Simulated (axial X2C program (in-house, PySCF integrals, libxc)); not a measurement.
**SnO: bond constants with and without spin–orbit coupling**

All values were computed with an axial X2C code built on PySCF integrals. Spin-free means the one-electron spin-free X2C Hamiltonian; two-component (2c) means X2C with spin–orbit coupling and atomic mean-field two-electron Coulomb and Gaunt terms, so the difference of the two also holds small scalar two-electron terms. Basis: Sn dyall-cv3z [11s12p9d4f1g], O dyall-av3z [7s6p3d2f] (cores contracted in-house); Gaussian nuclei, density fitting, unrestricted open shells. Masses: Sn 119.902 u, O 15.995 u.

State, spin-free: M_S = 0, Λ = 0 (closed shell); electrons by block: σα: 13, σβ: 13, π+α: 6, π+β: 6, π-α: 6, π-β: 6, δ+α: 2, δ+β: 2, δ-α: 2, δ-β: 2. Fragments: Sn + O.

State, 2c: Ω = 0 (closed shell); electrons by block: 1/2: 19, -1/2: 19, 3/2: 8, -3/2: 8, 5/2: 2, -5/2: 2. Fragments: Sn + O.

```tsv
Hamiltonian	level	Re (Å)	ωe (cm⁻¹)	ωexe (cm⁻¹)	De (eV)	k (mdyn/Å)	μ (D)
spin-free	PBE0	1.818	869.8	3.14	5.37	6.29	-4.32
spin-free	HF	1.787	965.2	3.06	1.76	7.75	-5.06
spin-free	MP2	1.846	800.6	n/a	6.24	5.33	n/a
spin-free	CCSD	1.818	879.8	3.15	5.29	6.44	n/a
spin-free	CCSD(T)	1.835	829.2	3.46	n/a	5.72	n/a
spin-free	TPSSh	1.831	843.9	3.17	5.51	5.92	-4.14
2c	PBE0	1.819	868.1	3.17	n/a	6.27	-4.31
2c	TPSSh	1.832	842.5	3.18	n/a	5.9	-4.13
```

Correlated methods: 20 electrons correlated (number of frozen shells: Sn 4 s, 3 p, 1 d; O 1 s), 258 virtual spin orbitals or spinors in MP2, 108 natural virtuals in coupled cluster.

Dipoles are positive if O is the positive end.

The state is one determinant whose occupation by symmetry is held fixed; it was picked as the lowest of a PBE0 search that is not exhaustive. The closed shell is kept restricted, so the energy runs too high when the bond is stretched far. Dissociation energies refer to the lowest single-determinant-based atoms at the same level and basis. De is not given where an atomic determinant may have missed its ground term or J level, or where the truncated virtual space spoils (T). Coupled cluster ran in a truncated set of natural virtual spinors; the MP2 energy of the rest was added. (T) has no such correction and the atoms are truncated less, which lowers De at CCSD(T) by a hundredth of an eV or more. The functionals have no current-density term, which raises determinants with orbital currents, atoms included. The T1 diagnostic is large, a sign of multireference character.

No reliable constants came from CCSD (2c), CCSD(T) (2c), HF (2c), MP2 (2c): no minimum in range, unconverged points, a curve that is not smooth, a change of character along it, or the two Hamiltonians disagreeing along it.

Rough cost a point (2c) on 1 thread(s) of a shared host, integrals apart: PBE0 0.5 s, TPSSh 0.8 s.

The whole task took 9.3 min on 1 thread of Intel(R) Xeon(R) Processor @ 2.30GHz (shared host).
